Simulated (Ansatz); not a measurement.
One change: `FC(F)(F)Cc1ccccc1` becomes `C[O][Sn]([F])([F])[c]1ccccc1`.

Ansatz, PBE0-D4/def2-TZVP geometries, multiplicity 1. Each molecule was computed in one conformer, which needn't be the lowest.

Elements past krypton have def2 core potentials.

```csv
property,`FC(F)(F)Cc1ccccc1`
LUMO energy (ωB97M-V/def2-TZVPP) / eV,1.47
LUMO energy (PBE/def2-TZVPP) / eV,-1.42
HOMO energy (ωB97M-V/def2-TZVPP) / eV,-9.52
HOMO energy (PBE0/def2-TZVPP) / eV,-7.43
HOMO energy (B3LYP/def2-TZVPP) / eV,-7.22
HOMO–LUMO gap (B3LYP/def2-TZVPP) / eV,6.50
```

(1) What does the change do to each property? (An estimate is asked.)

Answers

(1) Computed: 
```
                             property  `C[O][Sn]([F])([F])[c]1ccccc1`  shift
LUMO energy (ωB97M-V/def2-TZVPP) / eV                            0.62  -0.85
    LUMO energy (PBE/def2-TZVPP) / eV                           -2.25  -0.83
HOMO energy (ωB97M-V/def2-TZVPP) / eV                          -10.14  -0.62
   HOMO energy (PBE0/def2-TZVPP) / eV                           -8.06  -0.63
  HOMO energy (B3LYP/def2-TZVPP) / eV                           -7.83  -0.61
HOMO–LUMO gap (B3LYP/def2-TZVPP) / eV                            6.23  -0.27
```

With PBE0 the HOMO falls by 0.63 eV and the LUMO falls by 0.81 eV, so the gap narrows by about 0.18 eV. PBE moves the HOMO by -0.17 eV and ωB97M-V by -0.62 eV.

B3LYP here is the variant with VWN-RPA as its local correlation; programs differ in this.
